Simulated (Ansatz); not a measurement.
Born–Oppenheimer molecular dynamics of CH₅BrClGa (9 atoms, charge 0, multiplicity 1). It starts at the highest image of a converged band. Of that band: Neighbouring images differ by up to 1.5 eV, so the band resolves the path poorly. A vibrational analysis at the climbing image gives one clearly imaginary mode, 1443i cm⁻¹: a first-order saddle point.

Level of theory: Ansatz, RHF/def2-SVP.

```json
{"ensemble": "NVE (velocity Verlet)", "time step": "0.5 fs", "steps asked": "200", "starting velocities drawn for": "300 K", "seed": "2288"}
```

First frame:

```xyz
9
Properties=species:S:1:pos:R:3
Ga -0.247 0.406 0.461
H 1.177 0.701 1.336
C -0.130 -0.024 -1.447
Cl -1.880 1.395 1.464
H 1.054 -0.327 1.724
Br 0.369 -1.835 1.902
H 0.786 -0.574 -1.664
H -0.144 0.892 -2.040
H -0.985 -0.636 -1.737
```

(1) How far do the bonds stretch over the last three quarters of this one trajectory? (Pairs bonded in most of those frames.)

## Answers

(1) 
```
   bond  mean (Å)  spread (Å)  shortest  longest
 Ga1–C3     1.967       0.030      1.92     2.00
Ga1–Cl4     2.154       0.020      2.13     2.21
Ga1–Br6     2.284       0.178      2.06     2.65
  H2–H5     0.753       0.033      0.70     0.80
  C3–H7     1.097       0.018      1.06     1.12
  C3–H8     1.091       0.021      1.06     1.12
  C3–H9     1.093       0.013      1.07     1.11
```

Mean temperature of the second half: 1897 K. The conserved energy stayed within 0.22 meV per atom of its start (net change 0.096 meV per atom), so the integration is sound. The system heated up, since it started high on the potential surface and ran downhill. A run of 0.1 ps of so small a system gives no equilibrium averages. The orbitals stay closed-shell, which can raise the energy where a bond breaks towards radicals; this wasn't checked here.

Run time: 7.6 min on 2 threads of Arm Neoverse V2 (shared host), peak memory 0.32 GiB.
